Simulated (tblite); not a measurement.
Compound: C₈H₁₀F₂.
SMILES with atom numbers: `[CH2:1]=[CH:2][CH2:3][C@@H:4]([F:5])[C:6]1=[CH:7][CH2:8][C@H:9]1[F:10]` (hydrogens: H11, H12 on C1; H13 on C2; H14, H15 on C3; H16 on C4; H17 on C7; H18, H19 on C8; H20 on C9)

Cartesian coordinates in Å at the GFN2-xTB level; atoms count from 1:
```xyz
20
C8H10F2 angstrom
C      3.0542    0.1237    1.8681
C      2.6050    0.2753    0.6373
C      1.2464   -0.1535    0.1806
C      0.4495    1.0315   -0.3886
F      1.0528    1.4739   -1.5523
C     -0.9571    0.6449   -0.6741
C     -1.6803    0.3488   -1.7557
C     -2.9332    0.0270   -0.9844
C     -2.1199    0.4406    0.2678
F     -1.9662   -0.5399    1.2171
H      4.0388    0.4471    2.1593
H      2.4570   -0.3413    2.6357
H      3.2158    0.7438   -0.1226
H      1.3389   -0.9004   -0.6126
H      0.6804   -0.5857    1.0064
H      0.4802    1.8789    0.3120
H     -1.4769    0.3558   -2.8092
H     -3.2075   -1.0259   -0.9813
H     -3.8095    0.6361   -1.1990
H     -2.4735    1.3328    0.7925
```

Level: GFN2-xTB in tblite, geometry and Hessian alike; calculated harmonic values, unscaled, isolated species. This tight-binding method is rough: wavenumbers can miss measured ones by several per cent, in bad cases by 10 to 20. One conformer, not necessarily the lowest.

Harmonic wavenumbers (cm⁻¹): 34.3, 50.0, 68.4, 99.3, 170.9, 195.1, 250.4, 282.3, 345.7, 380.8, 445.9, 503.1, 620.0, 634.3, 731.1, 808.0, 855.3, 880.5, 900.4, 949.7, 966.9, 978.4, 990.4, 1011.6, 1027.5, 1057.1, 1071.5, 1093.4, 1129.8, 1141.3, 1179.5, 1190.5, 1208.1, 1230.9, 1249.5, 1277.5, 1286.8, 1302.8, 1324.6, 1412.8, 1442.5, 1449.2, 1705.9, 1720.8, 2882.5, 2937.0, 2969.5, 3000.5, 3006.8, 3015.4, 3069.7, 3099.0, 3128.9, 3150.2.

A = 2198, B = 801.9, C = 621.8 MHz; mass 144.075 u (most abundant isotopes); point group C1, symmetry number 1.

Question: What is the zero-point energy?

Answer: ½Σν̃ = 34457 cm⁻¹ = 412.20 kJ/mol.

Question: Give the ideal-gas entropy at 298.15 K and 1 bar in the rigid-rotor, harmonic-oscillator model (classical rotation).

Answer: Translation 170.84, rotation 125.78, vibration 136.38: S = 433.0 J/(mol K).

Question: And Cp and H(298.15 K) − H(0)?

Answer: Cp = 164.78 J/(mol K), of which vibrations give 131.52 (their classical limit is 54 R = 449.0); H(298.15 K) − H(0) = 30.07 kJ/mol without the zero-point energy, 20.16 from vibrations.

Question: How do the functions run with temperature in this model?

Answer: 
| T (K) | S (J/(mol K)) | Cp (J/(mol K)) | H − H(0) (kJ/mol) | G − H(0) (kJ/mol) | ln q(vib) |
| --- | --- | --- | --- | --- | --- |
| 100 | 307.8 | 82.8 | 5.95 | -24.83 | 2.56 |
| 200 | 376.8 | 120.8 | 16.12 | -59.25 | 5.55 |
| 300 | 434.0 | 165.7 | 30.38 | -99.83 | 8.32 |
| 500 | 539.8 | 251.9 | 72.54 | -197.37 | 13.73 |
| 800 | 677.6 | 332.8 | 161.45 | -380.65 | 21.60 |
| 1000 | 755.7 | 366.6 | 231.58 | -524.16 | 26.52 |

q(vib) and H(0) count from the zero-point level.

Question: What must be added to the electronic energy to get the Gibbs energy at 298.15 K and 1 bar?

Answer: ZPE + [H(298.15 K) − H(0)] − T·S = 412.20 + 30.07 − 129.10 = 313.17 kJ/mol.

Hindered rotation and anharmonicity are outside this model. Other conformers, if any are populated, would add a mixing term that is left out. The structure is chiral; the term R ln 2 for an equal mix with its mirror image is left out.
